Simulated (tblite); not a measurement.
Compound: C4H6FN2P.
Z-matrix (Å and degrees, GFN2-xTB geometry), rows numbered from 1:
```
C 
C   1  1.5262
N   2  1.4426  1  110.85
C   3  1.3415  2  125.51  1   -89.62
P   4  1.7241  3  113.23  2   176.49
C   5  1.7652  4   84.30  3    -0.33
F   6  1.3304  5  124.26  4   179.73
N   6  1.3057  5  117.04  4     0.12
H   1  1.0868  2  109.80  3   -58.90
H   1  1.0876  2  110.65  3    61.21
H   1  1.0861  2  109.94  3  -178.64
H   2  1.0923  1  110.66  3  -120.55
H   2  1.0919  1  109.96  3   118.41
H   4  1.0751  3  119.26  2    -4.08
```

Calculated harmonic vibrations of the isolated species, GFN2-xTB (tblite), most abundant isotopes, no scaling. The method is semi-empirical: single wavenumbers can be off by several per cent or more. One conformer, not necessarily the lowest.

Harmonic wavenumbers (cm⁻¹): 33.3, 110.7, 193.9, 269.5, 285.6, 344.1, 384.4, 494.2, 531.5, 574.6, 616.1, 740.7, 748.4, 824.8, 929.9, 961.0, 1045.7, 1088.6, 1097.1, 1166.2, 1229.2, 1233.1, 1316.2, 1357.5, 1402.7, 1406.0, 1441.5, 1483.9, 1491.3, 1498.4, 2979.4, 2991.3, 3043.5, 3056.5, 3058.2, 3125.9.

A = 3317, B = 1234, C = 974.1 MHz; mass 132.025 u (most abundant isotopes); point group C1, symmetry number 1.

Q: What is the zero-point energy?

A: Half the sum of the wavenumbers: 22277 cm⁻¹ = 266.50 kJ/mol.

Q: What is S at 200 K and 1 bar for an ideal gas of classical rigid rotors and harmonic oscillators?

A: Translation 161.46, rotation 115.43, vibration 53.39: S = 330.3 J/(mol K).

Q: And Cp and H(200 K) − H(0)?

A: Cp = 93.67 J/(mol K), of which vibrations give 60.42 (their classical limit is 36 R = 299.3); H(200 K) − H(0) = 12.39 kJ/mol without the zero-point energy, 5.74 from vibrations.

Q: Which modes carry the vibrational entropy at 200 K?

A: 33.3 cm⁻¹: 20.22; 110.7 cm⁻¹: 10.42; 193.9 cm⁻¹: 6.19; 269.5 cm⁻¹: 4.00; 285.6 cm⁻¹: 3.65; 344.1 cm⁻¹: 2.62 J/(mol K); the other 30 give 6.29 together.

Q: How do the functions run with temperature in this model?

A: 
```tsv
T (K)	S (J/(mol K))	Cp (J/(mol K))	H − H(0) (kJ/mol)	G − H(0) (kJ/mol)	ln q(vib)
150	305.8	77.4	8.11	-37.76	2.12
250	352.9	110.0	17.48	-70.75	3.84
298.15	373.7	125.7	23.16	-88.25	4.70
400	415.1	157.2	37.60	-128.44	6.55
600	488.5	205.0	74.14	-218.98	10.20
900	580.8	248.8	142.84	-379.86	15.45
```

q(vib) and H(0) count from the zero-point level.

Q: What must be added to the electronic energy to get the Gibbs energy at 200 K and 1 bar?

A: ZPE + [H(200 K) − H(0)] − T·S = 266.50 + 12.39 − 66.06 = 212.83 kJ/mol.

Q: Blend soft modes into free rotors: weight 1/[1 + (100 cm⁻¹/ν̃)⁴] for the oscillator and the rest for a rotor with moment μB/(μ + B), μ = h/(8π²ν), B = 10⁻⁴⁴ kg m². What vibrational entropy results?

A: 48.08 J/(mol K) in place of 53.39, which changes −T·S at 200 K by +1.06 kJ/mol.

Hindered rotation and anharmonicity are outside this model. Other conformers, if any are populated, would add a mixing term that is left out. The structure is chiral; the term R ln 2 for an equal mix with its mirror image is left out.
